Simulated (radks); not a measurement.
Numerical settings for neutral rhenium, [Xe] 4f14 5d5 6s2. All-electron calculation, Dirac Kohn-Sham, PBE, spin-unpolarised, spherical densities, point nucleus; open shells fill j = l - 1/2 first. Program: a radial shooting solver on a logarithmic mesh with Libxc functionals. The defaults (mesh step 0.008 in ln r, mesh end at 40 bohr or more with all orbitals vanishing there, Anderson mixing 0.5 over 9 steps, residual threshold near 1e-9 with the energy settled to 1e-9 hartree or 1e-11 of itself, here a cap of 83 iterations) give E = -16717.842 hartree and 5d5/2 at -4.806 eV in 15 iterations. Run on one thread of a shared host, so times are rough (Intel(R) Xeon(R) Platinum 8488C): 0.22 s of CPU time, 0.22 s wall, 15 iterations on 2728 mesh points. Changes against that run (0 stands for a change within the tolerance of the run):

setting	iterations	converged	E (mhartree)	e(5d5/2) (meV)	CPU (s)
mesh step in ln r 0.03	15	yes	+0.00089	0	0.07
mesh step in ln r 0.2	4	no	diverged	-	0.01
mesh step in ln r 0.05	15	yes	+0.0635	-0.0183	0.05
mesh end (bohr) 12	15	yes	+0.0211	+2.24	0.21
mesh end (bohr) 20	15	yes	0	0	0.23
residual threshold 1e-05	11	yes	0	-0.0922	0.23
residual threshold 1e-16	83	no	0	0	0.72
mixing 0.05	21	yes	0	0	0.4
linear mixing, mixing 0.5	30	yes	0	0	0.37
linear mixing, mixing 0.8	83	no	+1.15e+05	-3.4e+05	3
mixing history 2	25	yes	0	0	0.31
iteration cap 8	8	no	0	+2.2	0.13

No run marked as converged misses the energy by more than 1 mhartree. A mesh that ends early acts as a hard wall.
